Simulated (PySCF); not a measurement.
# How methods differ on the ionisation energy of Cl⁺

Cl⁺ [Ne] 3s2 3p4 (3P) → Cl²⁺ [Ne] 3s2 3p3 (4S), as a difference of total energies. All numbers are calculated (PySCF 2.14, the spin-free X2C one-electron Hamiltonian (Gaussian nucleus), in x2c-TZVPall (5s5p2d1f, 37 functions)). Correlated levels: valence: [Ne] frozen. The calculations carry no spin-orbit coupling.

```
           method  ionisation energy (eV)  error (eV)
              UHF                  22.572      -1.199
             PBE0                  23.835      +0.064
              PBE                  23.848      +0.077
    MP2 (valence)                  23.327      -0.444
SCS-MP2 (valence)                  23.405      -0.366
   CCSD (valence)                  23.436      -0.335
CCSD(T) (valence)                  23.465      -0.306
```

Reference: 23.771 eV (measured; NIST levels, between the centres of gravity of the two terms).

Errors of the correlated levels include the incompleteness of this basis and the frozen core.
